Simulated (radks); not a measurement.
Values are calculated unless marked as measured or tabulated.
All-electron atom: the lead ion Pb67+ in [Ne] 3s2 3p3. Level of theory: Dirac Kohn-Sham, PBE, spin-unpolarised, spherical densities, finite nucleus; open shells fill j = l - 1/2 first; Fermi nuclear charge, rms radius 5.5012 fm (a radial shooting solver on a logarithmic mesh with Libxc functionals).

Spin-orbit splittings of the eigenvalues, e(l+1/2) - e(l-1/2), with zeta = 2 splitting/(2l+1) and mean radii in bohr:

| shell | occ. | splitting (eV) | zeta (eV) | <r> j=l-1/2 | <r> j=l+1/2 |
|---|---|---|---|---|---|
| 2p | 6 | 2239 | 1493 | 0.05425 | 0.06288 |
| 3p | 3 | 598.1 | 398.7 | 0.1511 | 0.1641 |
| 3d | 0 | ? | ? | 0.1400 | 0.1440 |

Estimate the 3d splitting.

Answer. 137.9 eV (zeta = 55.16 eV).
